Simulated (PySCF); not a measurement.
A PySCF script (with the pyscf-properties extension) for the NMR shieldings of `C1C(PC(CC)(C)C)C1`, C8H17P, on a GFN2-xTB geometry:

```python
import basis_set_exchange as bse
import numpy as np
from pyscf import gto, dft
from pyscf.prop import nmr

atoms = """
C    -1.575676    1.829211    0.005653
C    -1.188493    0.612340    0.836106
C    -0.922623   -0.653169    0.009517
C    -2.137726   -1.031550   -0.841088
C    -0.607230   -1.810468    0.958106
P     0.478657   -0.316253   -1.219159
C     1.925086   -0.110326   -0.103814
C     2.376586    1.285809    0.222306
C     3.180552    0.450240   -0.715159
H    -0.851125    1.985761   -0.793138
H    -1.597132    2.719088    0.631136
H    -2.558135    1.704991   -0.441682
H    -0.284627    0.845727    1.406069
H    -1.983368    0.399515    1.557316
H    -3.030431   -1.106307   -0.221451
H    -1.971833   -1.994286   -1.322922
H    -2.314779   -0.293964   -1.620937
H     0.185111   -1.550825    1.656265
H    -0.307846   -2.698955    0.403919
H    -1.494288   -2.058491    1.540531
H     0.722615   -1.677481   -1.472281
H     2.056470   -0.865515    0.663596
H     1.817802    2.112135   -0.192376
H     2.768120    1.479929    1.210145
H     3.164624    0.708159   -1.764099
H     4.128641    0.057300   -0.379286
"""
names = dict.fromkeys(["C", "P", "H"], "pcSseg-1")
basis = {el: gto.basis.parse(bse.get_basis(n, elements=[el], fmt="nwchem")) for el, n in names.items()}
mol = gto.M(atom=atoms, basis=basis, charge=0, verbose=0)
mf = dft.RKS(mol, xc="PBE0")
mf.grids.level = 2
mf.grids.alignment = dft.numint.BLKSIZE   # the property module wants whole blocks of grid points
mf.conv_tol = 1e-9
mf.kernel()

calc = nmr.RKS(mf)   # GIAO
C = mf.mo_coeff
Co = C[:, mf.mo_occ > 0]
resp = mf.gen_response(singlet=True, hermi=2)
def vind(x):   # induced exchange potential for any number of trial vectors
    d = np.einsum("pi,xij,qj->xpq", C, 2 * x.reshape(-1, C.shape[1], Co.shape[1]), Co, optimize=True)
    return np.einsum("xpq,pi,qj->xij", resp(d - d.transpose(0, 2, 1)), C, Co, optimize=True).ravel()
mo1, _ = nmr.rhf.solve_mo1(calc, with_cphf=vind)
sigma = calc.kernel(mo1)
for i, s in enumerate(sigma):   # ppm
    w = np.linalg.eigvalsh((s + s.T) / 2)
    print("%2d %-2s iso %8.1f  s11 %8.1f  s22 %8.1f  s33 %8.1f" % (i, mol.atom_pure_symbol(i), w.mean(), *w))
```

Problem. What are the results?

Solution. 
```
 0 C  iso    173.4  s11    164.2  s22    171.1  s33    184.7
 1 C  iso    151.4  s11    138.7  s22    144.5  s33    170.8
 2 C  iso    149.6  s11    137.4  s22    152.9  s33    158.5
 3 C  iso    159.2  s11    139.2  s22    151.6  s33    186.9
 4 C  iso    151.3  s11    123.9  s22    143.8  s33    186.1
 5 P  iso    356.6  s11    283.8  s22    359.9  s33    426.3
 6 C  iso    184.1  s11    150.9  s22    176.8  s33    224.6
 7 C  iso    180.2  s11    148.1  s22    179.0  s33    213.6
 8 C  iso    182.8  s11    152.2  s22    179.5  s33    216.8
 9 H  iso     30.3  s11     24.8  s22     31.8  s33     34.2
10 H  iso     30.7  s11     26.3  s22     27.3  s33     38.6
11 H  iso     30.7  s11     25.5  s22     29.4  s33     37.1
12 H  iso     29.9  s11     26.0  s22     29.8  s33     33.7
13 H  iso     30.6  s11     25.7  s22     29.8  s33     36.1
14 H  iso     31.0  s11     27.0  s22     27.6  s33     38.3
15 H  iso     30.8  s11     26.5  s22     28.7  s33     37.2
16 H  iso     30.3  s11     26.1  s22     28.8  s33     35.9
17 H  iso     29.9  s11     25.4  s22     29.6  s33     34.6
18 H  iso     30.4  s11     26.1  s22     28.3  s33     37.0
19 H  iso     30.5  s11     26.4  s22     27.7  s33     37.3
20 H  iso     28.3  s11     23.2  s22     28.7  s33     33.0
21 H  iso     30.7  s11     22.4  s22     30.1  s33     39.5
22 H  iso     31.4  s11     25.8  s22     29.2  s33     39.4
23 H  iso     31.0  s11     25.8  s22     25.9  s33     41.3
24 H  iso     31.4  s11     24.6  s22     29.2  s33     40.5
25 H  iso     31.0  s11     24.7  s22     26.5  s33     41.9
```

These numbers come from an equivalent density-fitted implementation of the same equations, which agrees with the script to about 0.01 ppm for H and up to a few tenths of a ppm for heavy atoms, so last digits may differ.

Size and cost of the density-fitted run: 245 basis functions, roughly 2.5 core-minutes.
